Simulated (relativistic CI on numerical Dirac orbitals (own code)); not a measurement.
Cu3+ in a cubic cluster: 3p photoemission with charge transfer

Computed with a charge-transfer multiplet model of a cubic metal-ligand cluster with up to 2 ligand holes, Slater and spin-orbit integrals from Dirac-Coulomb-Breit ions, Slater integrals scaled by 0.7. The ground state mixes d8 with configurations of k ligand holes L, whose averages lie at kΔ + k(k − 1)U_dd/2; a core hole lowers each added d electron by U_cd. 300 K, Lorentzian 0.9 eV and Gaussian 0.8 eV FWHM.

Atomic integrals in eV (Slater integrals scaled, ζ unscaled), ground: F2dd 9.683, F4dd 6.042, zeta_d 0.110; with the core hole: F2dd 10.372, F4dd 6.504, zeta_d 0.118, zeta_core 1.767, F2cd 10.889, G1cd 13.374, G3cd 8.206.

Cluster parameters (eV): Δ = 0, U_dd = 8, 10Dq = 0.45, 10Dq(ligand) = 0.4, V(eg) = 1.45, V(t2g) = -0.78, final-state hopping factor = 0.8.

| Case | n_d | d8 | d9L | d10L2 | S |
| --- | --- | --- | --- | --- | --- |
| U_cd = 8.4 eV | 8.42 | 0.60 | 0.39 | 0.01 | 1.00 |
| U_cd = 9.6 eV | 8.42 | 0.60 | 0.39 | 0.01 | 1.00 |
| U_cd = 10.2 eV | 8.42 | 0.60 | 0.39 | 0.01 | 1.00 |
| U_cd = 10.8 eV | 8.42 | 0.60 | 0.39 | 0.01 | 1.00 |
| U_cd = 11.4 eV | 8.42 | 0.60 | 0.39 | 0.01 | 1.00 |

Weights, n_d and S are thermal averages at 300 K. Binding energies count from the first peak over 30 % of the highest in each spectrum, which can be another peak from case to case. The parameters are a model scan and need not match a compound or its usual spin state. Peaks in eV (height, largest 100):
- U_cd = 8.4 eV: 0.0 (100), 2.8 (37), 5.5 (90), 11.9 (66), 14.7 (25), 18.0 (11), 20.9 (15), 22.8 (21)
- U_cd = 9.6 eV: 0.0 (100), 2.9 (37), 6.0 (70), 7.3 (68), 12.5 (74), 16.0 (27), 19.2 (12), 22.2 (16), 24.1 (23)
- U_cd = 10.2 eV: 0.0 (100), 2.9 (42), 6.2 (70), 7.8 (65), 12.9 (70), 16.8 (28), 20.0 (13), 23.0 (17), 24.9 (24)
- U_cd = 10.8 eV: 0.0 (100), 2.5 (51), 6.2 (74), 7.7 (54), 8.6 (53), 12.9 (62), 17.5 (30), 20.7 (14), 23.7 (18), 25.6 (26)
- U_cd = 11.4 eV: 0.0 (100), 2.4 (66), 6.5 (81), 9.8 (55), 13.1 (61), 14.9 (54), 18.4 (34), 21.6 (16), 24.6 (20), 26.5 (29)

For the case U_cd = 9.6 eV, Δ = 0 eV is smaller than U_dd = 8 eV, the charge-transfer side of the Zaanen-Sawatzky-Allen scheme. With the core hole the configuration with one ligand hole lies at Δ − U_cd = -8.4, -9.6, -10.2, -10.8, -11.4 eV from the one without, in the order of the table; where this is negative the screened configuration lies lower.
